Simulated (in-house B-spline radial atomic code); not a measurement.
# RPA and G0W0 on Hartree-Fock: the carbon ion C⁵⁺

Configuration 1s1, highest spin, mean-field start Hartree-Fock. Computed with a B-spline radial code for spherical atoms: all electrons, non-relativistic, point nucleus, each spin shell either full or empty, empty states to l = 9 with an (l + 1/2)⁻⁴ tail; G0W0 by contour deformation at full frequency.

Relativity, left out, deepens the 1s level by about Z⁴α²/8 hartree.

With one electron the exact correlation energy is zero, so what RPA and GW give is self-correlation.

Command:
```bash
python run_gw.py task.json out
```
Settings (radii: box in bohr, nucleus in fm):
```
Z                        6
electrons                1
configuration            1s1
hamiltonian              nr
method                   hf
lmax                     9
spin_polarised           True
box_radius               10.43
intervals                43
ion_configuration        bare nucleus
```

Run time, properties included: 0.2 s on 1 thread of Arm Neoverse V2 (shared host).

Energies (hartree):

```
                                     term      value
                         mean-field total  -18.00000
Hartree-Fock functional on these orbitals  -18.00000
                      direct second order  -0.021587
                    second-order exchange   0.021587
                         SOSEX correction   0.021185
```

(1) What is the RPA correlation energy, and what remains with SOSEX?

Quasi-particle levels (eV):

```csv
level,occupied,mean field,Σx - vxc,Σc,QP weight,G0W0
1s up,yes,-489.80,0.00,?,?,?
1s down,no,-389.38,0.00,-2.30,0.997,-391.68
```

G0W0 = mean field + (Σx - vxc) + Σc, with Σc (partial-wave tail included) taken at the quasi-particle energy.

(2) Where does G0W0 put 1s up?

(3) What does it cost to remove one electron (to the bare nucleus) by differences of total energies, each species on its own start (correlation terms add to the Hartree-Fock functional)?

## Answers

(1) RPA gives -0.021185 hartree (-0.576 eV per electron); RPA + SOSEX gives 0, and the second-order doubles (MP2) 0 hartree. SOSEX takes back 100 % of the RPA value.

(2) At -489.67 eV, with Σc = 0.14 eV and a quasi-particle weight of 0.997. The tabulated removal energy is 489.993 eV (NIST, tabulated theory).

(3) Hartree-Fock functional 489.80 eV, + RPA 490.38 eV, + RPA + SOSEX 489.80 eV, + second order 489.80 eV. Tabulated: 489.993 eV (NIST, tabulated theory).
